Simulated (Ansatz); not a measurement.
CH8GaNSi can be A, `[SiH3]C[NH][GaH2]`, or B, `[NH2][GaH][CH2][SiH3]`.

Isolated molecules relaxed with PBE0-D4/def2-TZVP in Ansatz; ΔE leaves out vibrations. CBS: MP2 limit from def2 TZ/QZ plus the TZ coupled-cluster correction, frozen cores. Functionals use def2-TZVPP. For Ga outer-core shells are correlated without core-valence functions, which leaves a few kJ/mol of doubt a bond. Scalar relativity is left out up to krypton. One conformer a species, not always the lowest.

Problem. Which isomer does CCSD(T)/CBS put lower? Give the gap. (Best estimate.)

Solution. Ansatz gave: B, by 24.0 kcal/mol.

Problem. Give E(B) − E(A) in kcal/mol with ωB97M-V, CCSD(T)/def2-TZVPP, PBE0-D4, HF/def2-TZVPP, PBE-D4, MP2/def2-TZVPP, CCSD/def2-TZVPP. (Best estimate.)

Solution. Ansatz gave: ωB97M-V -22.2, CCSD(T)/def2-TZVPP -22.7, PBE0-D4 -21.7, HF/def2-TZVPP -21.5, PBE-D4 -20.5, MP2/def2-TZVPP -24.2, CCSD/def2-TZVPP -22.8. None reverses the order clearly.

Problem. Does the order hold for the free energy at 298.15 K (harmonic terms from PBE0-D4)? (Best estimate.)

Solution. Ansatz gave: Yes: G(B) − G(A) = -23.8 kcal/mol, for one conformer each. Modes under 60 cm⁻¹, often nearly free rotors, make the harmonic entropy too high.

Largest T1 diagnostic: 0.015.

From BLYP to BHLYP (50 % exact exchange), in def2-TZVPP and without D4, E(B) − E(A) moves by −1.8 kcal/mol. Leaving LDA and LC-ωPBE aside and taking each functional with its dispersion term where it has one, the values, not all of them listed here, spread over 3.7 kcal/mol, from PBE-QIDH to BLYP-D4. LDA lies +1.1 kcal/mol from PBE without D4.
